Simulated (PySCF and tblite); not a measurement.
Electronic barriers of bond rotations, on GFN2-xTB stationary points: by GFN2-xTB itself (tblite) and by PBE0/pcSseg-1 + D3(BJ) single points (PySCF). Paths on which the two differ by 5 kcal/mol or more were left out, since the structures then suit only one of them.

| molecule | motion | GFN2-xTB (kcal/mol) | DFT (kcal/mol) |
| --- | --- | --- | --- |
| [CH3:1][CH:2]([CH3:3])[C@H:4]([CH3:5])[Cl:6] | rotation about the C2–C4 bond (torsion C1–C2–C4–C5 from -178° to -298°, falling) | 3.1 | 4.7 |
| [CH2:1]=[CH:2][C:3](=[O:4])[CH2:5][CH2:6][CH2:7][CH3:8] | rotation about the C2–C3 bond (torsion C1–C2–C3–O4 from 0° to 180°, rising) | 3.3 | 5.9 |
| [CH2:1]=[CH:2][c:3]1[cH:4][cH:5][c:6]([C:7]#[N:8])[cH:9][cH:10]1 | rotation about the C3–C2 bond (torsion C4–C3–C2–C1 from 0° to 180°, rising) | 3.3 | 3.9 |
| [CH3:1]/[CH:2]=[CH:3]/[S:4][S:5][CH2:6][F:7] | rotation about the S4–S5 bond (torsion C3–S4–S5–C6 from 89° to 271°, rising) | 3.9 | 6.7 |
| [CH3:1][C@@H:2]([CH2:3][CH2:4][F:5])[C:6]([F:7])([F:8])[Cl:9] | rotation about the C2–C6 bond (torsion C1–C2–C6–F7 from 176° to 54°, falling) | 4.5 | ? |
| [CH2:1]=[CH:2][S:3][S:4][C@H:5]([CH3:6])[F:7] | rotation about the S3–S4 bond (torsion C2–S3–S4–C5 from 87° to 265°, rising) | 5.1 | 9.6 |
| [CH2:1]=[CH:2][NH:3][C:4](=[O:5])/[CH:6]=[CH:7]/[Cl:8] | rotation about the C2–N3 bond (torsion C1–C2–N3–C4 from 180° to 359°, rising) | 8.7 | 8.8 |

Q: Fit a straight line to the complete rows and predict the DFT barrier of C[C@@H](CCF)C(F)(F)Cl.

A: DFT = 3.11 + 0.7647·GFN2 (6 points, rms 1.4 kcal/mol, correlation 0.733). At 4.5 this gives 6.6 kcal/mol; the calculation itself gave 6.9 kcal/mol, so the fit is off by 0.3. The points scatter widely, so the line says little.

For scale, the study of C[C@@H](CCF)C(F)(F)Cl took 97 s on 1 thread of Arm Neoverse V2, on a host shared with other jobs (rough), peak memory 0.91 GiB, launched as `OMP_NUM_THREADS=1 python ens_run.py task.json out`.
